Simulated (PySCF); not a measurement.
This PySCF input asks for the NMR shieldings of SMILES CC=C=CCCSBF, C6H10BFS; the geometry comes from GFN2-xTB.

```python
import basis_set_exchange as bse
import numpy as np
from pyscf import gto, dft
from pyscf.prop import nmr

atoms = """
C    -3.888689   -0.182880    0.562427
C    -2.643425    0.644195    0.449789
C    -1.591786    0.300880   -0.226969
C    -0.546652   -0.074673   -0.898410
C     0.598612   -0.853201   -0.309272
C     1.823232    0.044224   -0.195518
S     3.275068   -0.921778    0.410622
B     4.361539    0.344130    0.986025
F     4.002203    1.615779    0.914012
H    -3.797819   -1.100089   -0.013183
H    -4.746713    0.381620    0.198723
H    -4.071713   -0.436572    1.606220
H    -2.658532    1.590874    0.977094
H    -0.440509    0.201402   -1.940633
H     0.329534   -1.233183    0.676973
H     0.838162   -1.702637   -0.952811
H     2.097426    0.456844   -1.166716
H     1.645569    0.857802    0.505744
H     5.404689    0.076512    1.438748
"""
names = dict.fromkeys(["C", "S", "B", "F", "H"], "pcSseg-1")
basis = {el: gto.basis.parse(bse.get_basis(n, elements=[el], fmt="nwchem")) for el, n in names.items()}
mol = gto.M(atom=atoms, basis=basis, charge=0, verbose=0)
mf = dft.RKS(mol, xc="PBE0")
mf.grids.level = 2
mf.grids.alignment = dft.numint.BLKSIZE   # the property module wants whole blocks of grid points
mf.conv_tol = 1e-9
mf.kernel()

calc = nmr.RKS(mf)   # GIAO
C = mf.mo_coeff
Co = C[:, mf.mo_occ > 0]
resp = mf.gen_response(singlet=True, hermi=2)
def vind(x):   # induced exchange potential for any number of trial vectors
    d = np.einsum("pi,xij,qj->xpq", C, 2 * x.reshape(-1, C.shape[1], Co.shape[1]), Co, optimize=True)
    return np.einsum("xpq,pi,qj->xij", resp(d - d.transpose(0, 2, 1)), C, Co, optimize=True).ravel()
mo1, _ = nmr.rhf.solve_mo1(calc, with_cphf=vind)
sigma = calc.kernel(mo1)
for i, s in enumerate(sigma):   # ppm
    w = np.linalg.eigvalsh((s + s.T) / 2)
    print("%2d %-2s iso %8.1f  s11 %8.1f  s22 %8.1f  s33 %8.1f" % (i, mol.atom_pure_symbol(i), w.mean(), *w))
```

Question: What does it print?

Answer: 
```
 0 C  iso    168.5  s11    160.6  s22    161.0  s33    184.0
 1 C  iso     94.2  s11     10.0  s22    109.0  s33    163.5
 2 C  iso    -30.5  s11    -55.8  s22    -49.5  s33     13.6
 3 C  iso     92.6  s11     10.2  s22    110.2  s33    157.3
 4 C  iso    151.9  s11    136.0  s22    149.1  s33    170.5
 5 C  iso    153.6  s11    133.3  s22    155.7  s33    171.9
 6 S  iso    463.7  s11    225.1  s22    510.8  s33    655.4
 7 B  iso     53.2  s11     -3.6  s22     72.0  s33     91.3
 8 F  iso    212.1  s11     42.9  s22    107.5  s33    485.9
 9 H  iso     30.0  s11     26.2  s22     29.4  s33     34.4
10 H  iso     29.9  s11     25.7  s22     27.5  s33     36.4
11 H  iso     29.8  s11     25.8  s22     27.8  s33     35.9
12 H  iso     26.3  s11     23.0  s22     27.5  s33     28.5
13 H  iso     26.4  s11     23.3  s22     26.6  s33     29.3
14 H  iso     29.6  s11     25.0  s22     29.9  s33     33.9
15 H  iso     29.5  s11     24.3  s22     30.1  s33     34.1
16 H  iso     29.1  s11     23.1  s22     29.9  s33     34.2
17 H  iso     28.7  s11     22.6  s22     30.8  s33     32.6
18 H  iso     26.2  s11     23.9  s22     24.1  s33     30.4
```

These numbers come from an equivalent density-fitted implementation of the same equations, which agrees with the script to about 0.01 ppm for H and up to a few tenths of a ppm for heavy atoms, so last digits may differ.

Size and cost of the density-fitted run: 210 basis functions, 87 s wall time on 1 thread of an Arm Neoverse N1, shared host; peak memory 0.92 GiB.
